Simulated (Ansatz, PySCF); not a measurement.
Si(CCH)(F)2(Me) (C3H4F2Si), SMILES C#C[Si](C)(F)F. Atoms are numbered in the order given.

```xyz
10

C      2.4477     0.9639     0.6145
C      1.3625     0.5037     0.3162
Si    -0.2932    -0.1353    -0.0899
C     -1.6563     0.8014     0.7155
F     -0.3522    -1.6910     0.3385
F     -0.4649    -0.1065    -1.6951
H      3.4120     1.3655     0.8738
H     -1.6321     1.8571     0.4059
H     -2.6343     0.3791     0.4393
H     -1.5554     0.7609     1.8106
```
Charge 0, spin multiplicity 1.

Geometry optimised at PBE0-D3(BJ)/def2-SVP.

Two levels are set side by side: PBE-D3(BJ)/def2-SVP (Ansatz, an electronic-structure program) and PBE0-D3(BJ)/def2-SVP (Ansatz). Each level has its own optimised geometry; the coordinates shown are those of the second. Frequencies come from the Hessian of PySCF at each geometry. Differences are taken from unrounded values.

```csv
quantity,PBE0-D3(BJ),PBE-D3(BJ),PBE-D3(BJ) minus PBE0-D3(BJ)
mean bond length (Å),1.387,1.397,0.010
bond C1–C2 (Å),1.216,1.228,0.012
bond C2–Si3 (Å),1.821,1.827,0.006
bond Si3–C4 (Å),1.840,1.852,0.012
bond Si3–F5 (Å),1.615,1.631,0.016
bond Si3–F6 (Å),1.615,1.631,0.016
bond C1–H7 (Å),1.076,1.083,0.007
bond C4–H8 (Å),1.100,1.108,0.008
bond C4–H9 (Å),1.100,1.108,0.008
bond C4–H10 (Å),1.100,1.108,0.008
highest harmonic wavenumber (cm⁻¹),3472,3388,-84
mean harmonic wavenumber (cm⁻¹),1145,1107,-37
zero-point energy (kcal/mol),39.27,37.99,-1.28
```

Exact exchange shortens and stiffens bonds; PBE has none. Differences between two approximate levels are no errors against the true value.
